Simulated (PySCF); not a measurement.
C4H9ClOSi.
Numbering: `[CH3:1][O:2][C@@H:3]1[CH2:4][C@H:5]1[SiH2:6][Cl:7]`

Probes without a nucleus sit at each ring's centroid and 1 Å off its mean plane on both sides; NICS is minus the shielding there, NICSzz its component along the normal. Level: GIAO PBE0/pcSseg-1 (PySCF, non-relativistic, gas phase) on the GFN2-xTB geometry, one conformer.

Ring bond lengths (Å), with Mayer bond orders in brackets: C3–C4 1.488 (0.97), C4–C5 1.508 (0.94), C5–C3 1.514 (0.91).

**Question.** What do the NICS probes read (ppm)?

**Answer.** 
```tsv
ring	type	NICS(0)	NICS(1), two faces	NICS(1)zz, two faces	rms pucker (Å)	centre to ring atoms, mean (Å)
C3–C4–C5	3-membered carbocycle; formal bonds all single	-40.6	-9.9 / -7.0	-23.3 / -16.6	0.00	0.87
```

**Question.** What do they say, and how far can they be read as aromaticity?

**Answer.** 
- C3–C4–C5: mean NICS(1)zz -19.9 ppm, shielded. C3, C4, C5 have four or more neighbours; no verdict on aromaticity is drawn. The two faces differ by 6.7 ppm, so no symmetry operation interchanges them. NICS(0) lies 32 ppm below the mean NICS(1).

Conformer computed: `[CH3:1][O:2][C@@H:3]1[CH2:4][C@H:5]1[SiH2:6][Cl:7]`: C1–O2–C3–C4 153°, C4–C5–Si6–Cl7 152°.
